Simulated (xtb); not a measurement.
methylamine (CH5N), singlet, from a rough starting geometry; GFN2-xTB run with xtb 6.7.1.

The xtb input:
```
$ xtb mol.xyz --gfn 2 --opt vtight --json

# file mol.xyz
7

C      0.19103272     0.53065131    -0.03209621
N      0.14200196    -0.88526467     0.01206807
H     -0.88494909     1.01784882     0.00632968
H     -0.43885442    -1.24184892     0.79986061
H     -0.38317354    -1.19305497    -0.77627793
H      0.64573538     0.94725505     0.87916648
H      0.67102139     0.91938769    -0.85223711
```

What the program printed (banner, timings and long lists left out):

```
   ID    Z sym.   atoms
    1    6 C      1
    2    7 N      2
    3    1 H      3-7

           -------------------------------------------------
          |                Calculation Setup                |
           -------------------------------------------------

           -------------------------------------------------
          |                 G F N 2 - x T B                 |
           -------------------------------------------------

          ...................................................
          :                      SETUP                      :
          :.................................................:
          :  # basis functions                  13          :
          :  # atomic orbitals                  13          :
          :  # shells                            9          :
          :  # electrons                        14          :
          :  max. iterations                   250          :
          :  Hamiltonian                  GFN2-xTB          :
          :  restarted?                      false          :
          :  GBSA solvation                  false          :
          :  PC potential                    false          :
          :  electronic temp.          300.0000000     K    :
          :  accuracy                    1.0000000          :
          :  -> integral cutoff          0.2500000E+02      :
          :  -> integral neglect         0.1000000E-07      :
          :  -> SCF convergence          0.1000000E-05 Eh   :
          :  -> wf. convergence          0.1000000E-03 e    :
          :  Broyden damping             0.4000000          :
          :  net charge                          0          :
          :  unpaired electrons                  0          :
          ...................................................

 iter      E             dE          RMSdq      gap      omega  full diag
   1     -7.6635231 -0.766352E+01  0.320E+00   10.84       0.0  T
   2     -7.6788895 -0.153664E-01  0.173E+00   11.32       1.0  T
   3     -7.6794455 -0.555961E-03  0.769E-01   11.35       1.0  T
   4     -7.6795010 -0.554893E-04  0.900E-02   11.24       1.0  T
   5     -7.6795030 -0.201375E-05  0.457E-02   11.24       1.0  T
   6     -7.6795032 -0.248227E-06  0.403E-03   11.24       9.4  T
   7     -7.6795032 -0.500997E-08  0.841E-04   11.24      44.9  T
   8     -7.6795032 -0.107399E-08  0.245E-04   11.24     154.3  T

   *** convergence criteria satisfied after 8 iterations ***

         :::::::::::::::::::::::::::::::::::::::::::::::::::::
         ::                     SUMMARY                     ::
         :::::::::::::::::::::::::::::::::::::::::::::::::::::
         :: total energy              -7.577806538632 Eh    ::
         :: gradient norm              0.106272156870 Eh/a0 ::
         :: HOMO-LUMO gap             11.236839677347 eV    ::
         ::.................................................::
         :: SCC energy                -7.679503176222 Eh    ::
         :: -> isotropic ES            0.010360223514 Eh    ::
         :: -> anisotropic ES          0.003447099335 Eh    ::
         :: -> anisotropic XC          0.007785524352 Eh    ::
         :: -> dispersion             -0.001648137761 Eh    ::
         :: repulsion energy           0.101696637591 Eh    ::
         :: add. restraining           0.000000000000 Eh    ::
         :: total charge               0.000000000000 e     ::
         :::::::::::::::::::::::::::::::::::::::::::::::::::::

      -----------------------------------------------------------
     |                   =====================                   |
     |                        A N C O P T                        |
     |                   =====================                   |
     |               Approximate Normal Coordinate               |
     |                Rational Function Optimizer                |
      -----------------------------------------------------------
      -----------------------------------------------------------
     |                   =====================                   |
     |                        A N C O P T                        |
     |                   =====================                   |
     |               Approximate Normal Coordinate               |
     |                Rational Function Optimizer                |
      -----------------------------------------------------------

          ...................................................
          :                      SETUP                      :
          :.................................................:
          :   optimization level         verytight          :
          :   max. optcycles                   200          :
          :   ANC micro-cycles                  20          :
          :   degrees of freedom                15          :
          :.................................................:
          :   RF solver                   davidson          :
          :   write xtbopt.log                true          :
          :   linear?                        false          :
          :   energy convergence         0.1000000E-06 Eh   :
          :   grad. convergence          0.2000000E-03 Eh/α :
          :   maxmium RF displ.          1.0000000          :
          :   Hlow (freq-cutoff)         0.1000000E-01      :
          :   Hmax (freq-cutoff)         5.0000000          :
          :   S6 in model hess.         20.0000000          :
          ...................................................

generating ANC from exact Hessian ...
Using Lindh-Hessian (1995)
 Shifting diagonal of input Hessian by    0.0000000000000000
 Lowest  eigenvalues of input Hessian
    0.000000    0.000000    0.000000    0.000000    0.000000    0.000000
    0.025149    0.047576    0.067004    0.082242    0.111729    0.126601
    0.171428    0.214586    0.235972    0.448706    0.942300    0.988399
 Highest eigenvalues
[...]
 * total energy  :    -7.5778065 Eh     change       -0.1409894E-10 Eh
 * total energy  :    -7.5857759 Eh     change       -0.7969386E-02 Eh
 * total energy  :    -7.5871025 Eh     change       -0.1326608E-02 Eh
 * total energy  :    -7.5871699 Eh     change       -0.6739118E-04 Eh
 * total energy  :    -7.5871809 Eh     change       -0.1095210E-04 Eh
 * total energy  :    -7.5871825 Eh     change       -0.1645081E-05 Eh
 * total energy  :    -7.5871829 Eh     change       -0.3831002E-06 Eh
 * total energy  :    -7.5871830 Eh     change       -0.6153690E-07 Eh
   *** GEOMETRY OPTIMIZATION CONVERGED AFTER 8 ITERATIONS ***
[...]
          :  restarted?                      false          :
          :  GBSA solvation                  false          :
          :  PC potential                    false          :
          :  electronic temp.          300.0000000     K    :
          :  accuracy                    1.0000000          :
          :  -> integral cutoff          0.2500000E+02      :
          :  -> integral neglect         0.1000000E-07      :
          :  -> SCF convergence          0.1000000E-05 Eh   :
          :  -> wf. convergence          0.1000000E-03 e    :
          :  Broyden damping             0.4000000          :
          :  net charge                          0          :
          :  unpaired electrons                  0          :
          ...................................................

 iter      E             dE          RMSdq      gap      omega  full diag
   1     -7.6843648 -0.768436E+01  0.143E-05   11.55       0.0  T
   2     -7.6843648 -0.275335E-13  0.830E-06   11.55    4553.6  T
   3     -7.6843648 -0.710543E-14  0.641E-07   11.55   58983.9  T

   *** convergence criteria satisfied after 3 iterations ***

         :::::::::::::::::::::::::::::::::::::::::::::::::::::
         ::                     SUMMARY                     ::
         :::::::::::::::::::::::::::::::::::::::::::::::::::::
         :: total energy              -7.587182965987 Eh    ::
         :: gradient norm              0.000069821104 Eh/a0 ::
         :: HOMO-LUMO gap             11.554009843632 eV    ::
         ::.................................................::
         :: SCC energy                -7.684364771412 Eh    ::
         :: -> isotropic ES            0.011105063590 Eh    ::
         :: -> anisotropic ES          0.003347036954 Eh    ::
         :: -> anisotropic XC          0.008036321344 Eh    ::
         :: -> dispersion             -0.001623671674 Eh    ::
         :: repulsion energy           0.097181805425 Eh    ::
         :: add. restraining           0.000000000000 Eh    ::
         :: total charge              -0.000000000000 e     ::
         :::::::::::::::::::::::::::::::::::::::::::::::::::::

           -------------------------------------------------
          |                Property Printout                |
           -------------------------------------------------

    * Orbital Energies and Occupations

         #    Occupation            Energy/Eh            Energy/eV
      -------------------------------------------------------------
         1        2.0000           -0.6208354             -16.8938
         2        2.0000           -0.5739421             -15.6178
         3        2.0000           -0.5230417             -14.2327
         4        2.0000           -0.5067995             -13.7907
         5        2.0000           -0.4802592             -13.0685
         6        2.0000           -0.4471396             -12.1673
         7        2.0000           -0.3657036              -9.9513 (HOMO)
         8                          0.0588984               1.6027 (LUMO)
         9                          0.1333821               3.6295
        10                          0.1609699               4.3802
        11                          0.1771612               4.8208
        12                          0.2272741               6.1844
        13                          0.2666572               7.2561
      -------------------------------------------------------------
                  HL-Gap            0.4246020 Eh           11.5540 eV
             Fermi-level           -0.1534026 Eh           -4.1743 eV

     #   Z          covCN         q      C6AA      α(0)
     1   6 C        3.680    -0.019    21.139     6.585
     2   7 N        2.627    -0.337    28.665     7.952
     3   1 H        0.923     0.008     2.921     2.673
     4   1 H        0.860     0.135     1.506     1.922
     5   1 H        0.860     0.135     1.506     1.922
     6   1 H        0.925     0.039     2.467     2.456
     7   1 H        0.925     0.039     2.468     2.457

 Mol. C6AA /au·bohr⁶  :        296.822672
 Mol. C8AA /au·bohr⁸  :       5648.779367
 Mol. α(0) /au        :         25.967092

Wiberg/Mayer (AO) data.
largest (>0.10) Wiberg bond orders for each atom

 ---------------------------------------------------------------------------
     #   Z sym  total        # sym  WBO       # sym  WBO       # sym  WBO
 ---------------------------------------------------------------------------
     1   6 C    3.987 --     2 N    1.036     7 H    0.986     6 H    0.986
                             3 H    0.979
     2   7 N    3.000 --     1 C    1.036     5 H    0.970     4 H    0.970
     3   1 H    1.000 --     1 C    0.979
     4   1 H    0.982 --     2 N    0.970
     5   1 H    0.982 --     2 N    0.970
     6   1 H    0.999 --     1 C    0.986
     7   1 H    0.999 --     1 C    0.986
 ---------------------------------------------------------------------------

Topologies differ in total number of bonds
Writing topology from bond orders to xtbtopo.mol

molecular dipole:
                 x           y           z       tot (Debye)
 q only:       -0.185       0.062      -0.003
   full:       -0.556       0.142      -0.010       1.458
molecular quadrupole (traceless):
                xx          xy          yy          xz          yz          zz
 q only:       -0.537       1.057       0.187      -0.021       0.019       0.350
  q+dip:       -0.349       2.106      -0.909      -0.042       0.044       1.258
   full:       -0.728       2.253      -0.440      -0.047       0.045       1.168

optimized geometry written to: xtbopt.xyz

           -------------------------------------------------
          | TOTAL ENERGY               -7.587182965987 Eh   |
          | GRADIENT NORM               0.000069821104 Eh/α |
          | HOMO-LUMO GAP              11.554009843632 eV   |
           -------------------------------------------------

normal termination of xtb
```
